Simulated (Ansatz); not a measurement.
Born–Oppenheimer molecular dynamics of FH$_{5}$OSn (8 atoms, charge 0, multiplicity 1). It starts at the highest image of a converged band, a first-order saddle point between two minima.

The calculation used RKS PBE/def2-mTZVP (Ansatz 0.2.0).

| Quantity | Value |
| --- | --- |
| ensemble | NVE (velocity Verlet) |
| time step | 0.5 fs |
| steps asked | 200 |
| starting velocities drawn for | 100 K |
| seed | 4112 |

Frames 5 fs apart, positions in Å, forces in eV/Å.

Velocities at 40.0 fs (Å/ps):

```
Sn 1.09 -0.68 -0.56
O -1.94 -4.29 2.69
H 2.46 -4.63 0.30
H 0.32 -5.46 4.00
H -6.02 5.40 -0.74
H -2.48 -6.65 -10.74
F -5.08 8.94 0.96
H 4.07 -9.36 12.67
```

```xyz
8
Properties=species:S:1:pos:R:3:forces:R:3 time_fs=40.0 energy_less_start_eV=-0.094 T=221
Sn -0.017 -0.765 0.465 0.06 -0.93 -0.03
O 0.711 0.805 -0.680 0.44 -0.08 -0.36
H -1.427 -1.370 -0.347 0.21 0.02 0.07
H 1.327 -1.889 0.379 -0.16 0.13 -0.09
H -0.253 -0.323 2.087 0.07 0.11 0.16
H -0.467 1.460 -0.253 0.33 0.28 -0.36
F -1.266 1.462 0.346 -0.96 0.45 0.40
H 0.739 0.579 -1.633 0.01 0.02 0.21
8
Properties=species:S:1:pos:R:3:forces:R:3 time_fs=45.0 energy_less_start_eV=-0.114 T=247
Sn -0.011 -0.769 0.462 -0.09 -0.84 0.69
O 0.704 0.785 -0.666 0.29 0.23 -0.42
H -1.395 -1.391 -0.341 -0.02 -0.02 -0.06
H 1.310 -1.900 0.388 -0.02 0.06 -0.08
H -0.273 -0.287 2.092 0.13 -0.01 -0.13
H -0.484 1.460 -0.306 -0.51 0.23 0.55
F -1.294 1.509 0.351 0.19 0.27 -0.57
H 0.764 0.524 -1.606 0.03 0.08 0.03
8
Properties=species:S:1:pos:R:3:forces:R:3 time_fs=50.0 energy_less_start_eV=-0.149 T=292
Sn -0.006 -0.775 0.461 -0.05 -0.68 0.63
O 0.702 0.768 -0.658 0.22 0.34 -0.14
H -1.367 -1.416 -0.346 -0.18 -0.04 -0.08
H 1.290 -1.899 0.378 0.19 -0.14 -0.03
H -0.262 -0.250 2.073 0.09 -0.01 -0.09
H -0.580 1.515 -0.270 0.67 0.15 -0.44
F -1.323 1.560 0.351 -1.01 0.36 0.42
H 0.797 0.487 -1.582 0.08 0.01 -0.26
8
Properties=species:S:1:pos:R:3:forces:R:3 time_fs=55.0 energy_less_start_eV=-0.179 T=331
Sn -0.001 -0.783 0.461 -0.14 -0.93 0.11
O 0.703 0.755 -0.653 0.20 0.36 -0.76
H -1.372 -1.447 -0.367 0.07 0.10 0.12
H 1.306 -1.924 0.361 -0.01 0.02 0.01
H -0.232 -0.214 2.038 0.01 0.05 0.19
H -0.583 1.603 -0.281 -0.40 -0.12 0.50
F -1.360 1.615 0.353 0.31 0.29 -0.57
H 0.845 0.463 -1.584 -0.05 0.24 0.39
8
Properties=species:S:1:pos:R:3:forces:R:3 time_fs=60.0 energy_less_start_eV=-0.199 T=356
Sn 0.004 -0.792 0.461 0.14 -0.79 0.06
O 0.706 0.749 -0.656 -0.08 0.59 0.44
H -1.367 -1.456 -0.363 0.03 0.10 0.14
H 1.320 -1.945 0.348 -0.17 0.13 0.07
H -0.197 -0.171 2.037 0.00 -0.04 0.01
H -0.623 1.668 -0.226 0.33 -0.13 -0.21
F -1.397 1.674 0.350 -0.35 0.24 0.08
H 0.890 0.473 -1.560 0.09 -0.11 -0.58
8
Properties=species:S:1:pos:R:3:forces:R:3 time_fs=65.0 energy_less_start_eV=-0.207 T=367
Sn 0.009 -0.803 0.461 0.23 -0.22 0.26
O 0.709 0.750 -0.658 0.05 0.25 -0.47
H -1.360 -1.443 -0.330 -0.23 -0.02 -0.01
H 1.303 -1.941 0.350 0.05 -0.07 0.05
H -0.162 -0.137 2.039 0.00 -0.12 -0.17
H -0.614 1.700 -0.195 -0.42 -0.12 0.19
F -1.437 1.736 0.347 0.54 0.12 -0.43
H 0.938 0.486 -1.582 -0.23 0.18 0.57
8
Properties=species:S:1:pos:R:3:forces:R:3 time_fs=70.0 energy_less_start_eV=-0.216 T=378
Sn 0.015 -0.815 0.462 0.16 -0.08 -0.19
O 0.712 0.756 -0.661 -0.40 0.36 0.89
H -1.398 -1.432 -0.293 -0.07 0.02 0.04
H 1.295 -1.952 0.362 0.12 -0.16 0.01
H -0.128 -0.128 2.010 -0.05 0.01 0.11
H -0.650 1.709 -0.158 0.09 -0.03 -0.21
F -1.473 1.799 0.341 0.10 0.04 -0.07
H 0.956 0.517 -1.560 0.04 -0.17 -0.58
8
Properties=species:S:1:pos:R:3:forces:R:3 time_fs=75.0 energy_less_start_eV=-0.213 T=375
Sn 0.021 -0.826 0.462 0.20 -0.18 -0.34
O 0.710 0.766 -0.657 -0.23 -0.05 -0.02
H -1.451 -1.415 -0.247 0.19 0.08 0.09
H 1.308 -1.995 0.377 -0.15 0.07 -0.02
H -0.104 -0.119 2.001 -0.04 0.03 0.15
H -0.676 1.704 -0.159 -0.33 0.12 0.06
F -1.507 1.863 0.334 0.61 -0.13 -0.36
H 0.957 0.532 -1.581 -0.26 0.08 0.45
8
Properties=species:S:1:pos:R:3:forces:R:3 time_fs=80.0 energy_less_start_eV=-0.217 T=380
Sn 0.027 -0.838 0.462 0.33 0.25 0.11
O 0.704 0.777 -0.648 -0.48 -0.07 0.65
H -1.469 -1.383 -0.183 0.01 -0.03 -0.06
H 1.293 -2.027 0.385 -0.13 0.07 -0.06
H -0.088 -0.107 2.020 0.01 -0.12 -0.15
H -0.733 1.724 -0.173 0.10 0.06 -0.10
F -1.536 1.925 0.323 0.20 -0.09 -0.15
H 0.917 0.549 -1.567 -0.05 -0.08 -0.24
8
Properties=species:S:1:pos:R:3:forces:R:3 time_fs=85.0 energy_less_start_eV=-0.214 T=375
Sn 0.035 -0.849 0.462 0.12 0.58 0.19
O 0.691 0.786 -0.633 -0.43 -0.22 0.20
H -1.483 -1.356 -0.131 -0.12 -0.09 -0.16
H 1.252 -2.046 0.379 0.14 -0.14 -0.11
H -0.070 -0.120 2.012 0.03 -0.08 -0.03
H -0.770 1.754 -0.209 -0.20 0.11 0.24
F -1.562 1.987 0.310 0.54 -0.20 -0.42
H 0.857 0.557 -1.569 -0.08 0.04 0.10
8
Properties=species:S:1:pos:R:3:forces:R:3 time_fs=90.0 energy_less_start_eV=-0.216 T=378
Sn 0.042 -0.860 0.462 -0.13 0.29 -0.11
O 0.672 0.792 -0.614 -0.40 -0.26 -0.03
H -1.516 -1.347 -0.113 0.16 -0.01 -0.06
H 1.238 -2.091 0.348 0.05 -0.01 -0.11
H -0.044 -0.151 2.000 0.03 0.03 0.24
H -0.810 1.799 -0.218 0.25 -0.07 0.02
F -1.584 2.047 0.293 0.07 -0.06 -0.13
H 0.777 0.572 -1.563 -0.03 0.09 0.19
8
Properties=species:S:1:pos:R:3:forces:R:3 time_fs=95.0 energy_less_start_eV=-0.222 T=386
Sn 0.049 -0.869 0.463 -0.08 0.10 0.14
O 0.646 0.795 -0.593 -0.39 -0.04 0.39
H -1.516 -1.342 -0.112 0.17 0.00 -0.03
H 1.234 -2.137 0.292 -0.12 0.22 -0.06
H -0.010 -0.179 2.034 0.05 -0.10 -0.03
H -0.804 1.831 -0.213 -0.29 0.06 0.37
F -1.604 2.106 0.275 0.62 -0.24 -0.45
H 0.695 0.599 -1.542 0.04 -0.01 -0.34
```

Of the whole run (100 fs, mean temperature of the second half 359 K): The conserved energy stayed within 0.048 meV per atom of its start (net change -0.02 meV per atom), so the integration is sound. The system heated up, since it started high on the potential surface and ran downhill. A run of 0.1 ps of so small a system gives no equilibrium averages. The orbitals stay closed-shell, which can raise the energy where a bond breaks towards radicals; this wasn't checked here.

Time of the run: 4.6 min on 2 threads of Arm Neoverse V1 (shared host), peak memory 0.16 GiB.
